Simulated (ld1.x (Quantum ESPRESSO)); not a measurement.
## Ranking TM semilocal potentials for silicon (Si)

All share these settings but for the change named:

silicon, norm-conserving Troullier–Martins (semilocal form), made with ld1.x (Quantum ESPRESSO) 7.5 (BLYP, scalar-relativistic). Core [Ne], reference 3s2 3p1.75 (charge +0.25). Waves: 3p (bound): rc 2.00 bohr; 3s (bound): rc 1.60 bohr. Local part: the s channel. Core correction: none.

Test errors are all-electron minus pseudo excitation energies from the reference, over 3s2 3p2; 3s2 3p1; 3s2 3p0; 3s1 3p3; 3s2 3p2.3; 3s1 3p2; 3s2 3p1.5. None of these files shows a bound ghost.

The base gives 34.4 meV.

Of 5 variants that were run, those that failed, showed a ghost or another fault, or gave nearly equal values are left out.

A variant can come out equal or close to the base, since the largest error may sit in a test that the change hardly touches while other tests move.

(1) Rank these variants by their largest absolute test error, smallest first.
A. all radii scaled by about 1.24 (s 1.98, p 2.48 bohr)
B. all radii scaled by about 0.76 (s 1.22, p 1.52 bohr)
C. all radii scaled by about 0.88 (s 1.40, p 1.76 bohr)

Answers

(1) A (36.2 meV), C (41.1 meV), B (50.1 meV).
